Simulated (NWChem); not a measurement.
System: AlBr$_{3}$; SMILES [Br][Al]([Br])[Br]

Input file for NWChem:

```
start job
memory heap 200 mb stack 900 mb global 1100 mb
geometry units angstroms noautosym nocenter noautoz
  Al     0.000000     0.000000     0.000000
  Br    -2.226300     0.323698     0.000000
  Br     1.393481     1.766184     0.000000
  Br     0.832819    -2.089882     0.000000
end
basis spherical
  * library cc-pvtz
end
dft
  xc xpbe96 cpbe96
  iterations 150
end
property
  efieldgrad
end
task dft property
```

Structure relaxed at the B3LYP/6-31G* (spherical d) level.

Vzz is the largest principal value of the second derivative of the potential at the nucleus (NWChem prints the opposite sign); η is the asymmetry. Non-relativistic.

Atoms are numbered as in the input.

Question: What results follow from this input? (PBE/cc-pVTZ.) Quantities: Vzz Al1 (a.u.); η Al1; Vzz Br4 (a.u.); η Br4.

Answer: 
| Quantity | Value |
|---|---|
| Vzz Al1 (a.u.) | 0.786 |
| η Al1 | 0.00 |
| Vzz Br4 (a.u.) | 3.142 |
| η Br4 | 0.32 |
